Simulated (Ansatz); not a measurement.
C₄H₁₃OSi₂, doublet, geometry from GFN2-xTB; PBE0/STO-3G (Ansatz, a quantum-chemistry and plane-wave program).

Input for Ansatz:
Ansatz 0.2 input:
```yaml
crystal:
  periodic: [false, false, false]
  atoms:
    - {symbol: C, position_ang: [1.95179505, -1.60399281, -0.93866634]}
    - {symbol: Si, position_ang: [1.51442239, 0.15189073, -0.57504749]}
    - {symbol: C, position_ang: [2.77705771, 0.95376545, 0.60630087]}
    - {symbol: O, position_ang: [0.06125965, 0.23208116, 0.15292714]}
    - {symbol: Si, position_ang: [-1.45231094, -0.18008438, 0.57029738]}
    - {symbol: C, position_ang: [-2.29249994, -1.08439327, -0.87387750]}
    - {symbol: C, position_ang: [-2.37307152, 1.42429876, 0.99636628]}
    - {symbol: H, position_ang: [2.91055347, -1.89504606, -1.32957054]}
    - {symbol: H, position_ang: [1.26628988, -2.41711128, -0.77606579]}
    - {symbol: H, position_ang: [1.38510064, 0.96160406, -1.79775266]}
    - {symbol: H, position_ang: [2.82944805, 0.42552878, 1.55366082]}
    - {symbol: H, position_ang: [2.51174679, 1.98527234, 0.81652142]}
    - {symbol: H, position_ang: [3.76835764, 0.94773245, 0.16497223]}
    - {symbol: H, position_ang: [-1.32610758, -1.06122922, 1.73958173]}
    - {symbol: H, position_ang: [-3.30683604, -1.37959823, -0.62444550]}
    - {symbol: H, position_ang: [-1.74558581, -1.98278103, -1.14425824]}
    - {symbol: H, position_ang: [-2.34046795, -0.45646569, -1.75952578]}
    - {symbol: H, position_ang: [-1.86404260, 1.97072778, 1.78445613]}
    - {symbol: H, position_ang: [-3.38220873, 1.21709517, 1.33859359]}
    - {symbol: H, position_ang: [-2.44557292, 2.08426380, 0.13617706]}
basis:
  gaussian:
    orbitals: STO-3G
hamiltonian:
  xc: pbe0
magnetization: {spin_polarized: true, initial_magnetization: 1}
accuracy: high
```

What the program printed (banner, timings and long lists left out):

```
Functional definition: PBE0
1283 factors; integrals over basis functions are off by at most 1.2e-8 eV
mean field evaluation 1: about -21885.0692 eV, gradient 2.0e1 eV
mean field evaluation 2: about -21885.5245 eV, gradient 2.0e1 eV
mean field evaluation 4: about -21887.6249 eV, gradient 6.7e-1 eV
mean field evaluation 8: about -21887.5236 eV, gradient 2.0e-2 eV
mean field evaluation 16: about -21887.5236 eV, gradient 4.7e-6 eV
mean field -21887.52364829 eV, -804.3516581784 hartree, gradient 7.1e-8 eV, S^2 0.755180; 0 other end points of the search recorded, 0 dependent functions left out
reference -21887.52365113 eV, -804.3516582827 hartree; 37, 36 occupied and 19, 20 virtual orbitals, 1283 factors
Total energy: -21887.52365113 eV, -804.3516582827 hartree
```
